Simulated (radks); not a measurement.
Results of a calculation; reference values are marked as such.
Problem. Code: a radial shooting solver on a logarithmic mesh with Libxc functionals. Model: scalar-relativistic Kohn-Sham, LDA (Slater exchange, Perdew-Wang correlation), spin-polarised, spherical densities, finite nucleus; Fermi nuclear charge, rms radius of each element as measured or else 0.836 A^(1/3) + 0.57 fm. Response by self-consistent Sternheimer equations with the Hartree and adiabatic LDA kernel, the relativistic mass of each level held fixed and spin-orbit coupling left out. For heavy and open-shell atoms this level of theory can miss by tens of per cent. Estimate the static dipole polarisabilities of Pb2+ ([Hg]) and Bi3+ ([Hg]) and the C6 coefficients of the three pairs.

Solution. alpha = 12.95 and 9.389 bohr^3; C6 = 89.96 (Pb2+-Pb2+), 71.74 (Pb2+-Bi3+), 57.58 (Bi3+-Bi3+) hartree bohr^6.
